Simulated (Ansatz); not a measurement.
`[AlH2][NH][Si]1(Cl)CO1` + `CC(C)C` → `C[Si]1(Cl)CO1` + `CC(C)[NH][AlH2]`  (formal exchange of groups at the Si–N bond)

Program: Ansatz. Geometries: PBE0-D4/def2-TZVP. ΔE: electronic, gas phase. CBS: MP2 limit from def2 TZ/QZ plus the TZ coupled-cluster correction, frozen cores. DFT in def2-TZVPP. B3LYP here is the variant with VWN-RPA as its local correlation; programs differ in this. Each species was taken in one conformer, which may not be the lowest.

`[AlH2][NH][Si]1(Cl)CO1`:

Z-matrix (Å, degrees):
```
Si
N 1 1.691
C 1 1.792 2 128.1
Cl 1 2.033 2 108.6 3 158.3
O 1 1.636 2 119.5 3 -63.1
Al 2 1.798 1 134.3 3 -150.1
H 2 1.015 1 111.5 3 31.3
H 3 1.088 1 122.5 2 161.9
H 3 1.088 1 123.2 2 -3.7
H 6 1.581 2 114.5 1 -177.7
H 6 1.574 2 120.3 1 3.3
```

`CC(C)C`:

Z-matrix (Å, degrees):
```
C
C 1 1.522
H 1 1.093 2 111.4
H 1 1.093 2 111.4 3 120.6
H 1 1.095 2 110.6 3 -119.7
C 2 1.522 1 111.0 3 -178.3
C 2 1.522 1 111.0 3 57.8
H 2 1.098 1 107.9 3 -60.2
H 6 1.093 2 111.4 1 178.4
H 6 1.095 2 110.6 1 -61.9
H 6 1.093 2 111.4 1 57.8
H 7 1.093 2 111.4 1 -178.3
H 7 1.095 2 110.6 1 62.0
H 7 1.093 2 111.4 1 -57.7
```

`C[Si]1(Cl)CO1`:

```xyz
10

C     0.537   -0.569   -1.385
Si   -0.293   -0.344    0.244
Cl   -1.705   -1.790    0.523
C    -0.347    1.151    1.237
O     0.613    0.050    1.558
H    -0.192   -0.548   -2.198
H     1.270    0.225   -1.538
H     1.049   -1.534   -1.413
H    -1.092    1.288    2.017
H     0.160    2.072    0.956
```

`CC(C)[NH][AlH2]`:

```xyz
15

C    -0.851   -0.944    1.124
C     0.189   -0.148    0.347
C     1.336   -1.043   -0.104
N    -0.409    0.553   -0.775
Al   -0.500    2.294   -1.069
H    -1.652   -0.291    1.476
H    -0.405   -1.444    1.988
H    -1.297   -1.713    0.486
H     0.600    0.618    1.017
H     2.096   -0.462   -0.630
H     1.807   -1.544    0.746
H     0.970   -1.816   -0.787
H    -0.810   -0.094   -1.442
H     0.147    3.251    0.015
H    -1.221    2.783   -2.392
```

```csv
level,ΔE (eV)
B3LYP-D4,0.91
ωB97M-V,0.94
B2PLYP,0.94
PBE0,0.87
B3LYP,0.89
HF/def2-TZVPP,1.06
MP2/def2-QZVPP,1.01
HF/CBS(def2),1.06
```

Task: What does CCSD(T)/CBS give? (Estimate.)

Result: The calculation gave: +0.98 eV. The listed levels differ from it by -0.07, -0.04, -0.04, -0.11, -0.09, 0.08, 0.03, 0.08 eV.

Largest T1 diagnostic among the species: 0.012.

From PBE to PBE0 (25 % exact exchange), in def2-TZVPP and without D4, ΔE moves by +0.08 eV. In def2-TZVPP, CCSD(T) changes the Hartree–Fock value by −0.09 eV (the triples alone add −0.02 eV) and MP2 by −0.05 eV.
